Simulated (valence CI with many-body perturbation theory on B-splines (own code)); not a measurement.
**Questions on Ir LVI**

Computed by relativistic CI+MBPT: four valence electrons over a frozen Dirac-Fock core [Ar], a basis of 9 s, 9 p, 10 d, 8 f, 5 g, 3 h, 1 i functions for each j, with the one-electron correlation potential Σ1, the two-electron term Σ2, the three-electron term Σ3, Breit, model QED; selected CI, second order for the rest (own B-spline code, finite nucleus).

No measured spectrum was set against this ion. As an estimate, large intervals hold to a few tenths of a per cent, small ones and those within an open d or f shell to about a per cent. The list stops below the first excitations out of the core. Only levels of the ground parity were solved; by the run's estimate the other parity begins above the list, which can be wrong where configurations are misplaced.

Levels are named by their leading jj configuration (3d3/2^4 stands for four electrons in 3d with j = 3/2), which in mixed levels can hold well under half, so a name can repeat and another be missing.

Rates and lifetimes use the calculated energies. Strong lines usually hold to 10 to 20 %, long lifetimes can be off by a factor of two.

**Question.** What is the ground level?

**Answer.** (3d3/2^4) J=0, composition 61 % 3d4 3P + 24 % 3d4 5D + 15 % 3d4 1S.

**Question.** How well does LS coupling describe the low levels?

**Answer.** Among the lowest 19 levels the leading LS term, summed over configurations, holds 49 % on average. For single configurations the figures are 49 % in LS and 98 % in jj coupling. Terms mix most in the J = 4 level at 734900 cm⁻¹, where the leading one holds 28 %.

**Question.** What is the ionisation energy?

**Answer.** 5466.7 eV; NIST lists 5466 ± 5 eV (theoretical).
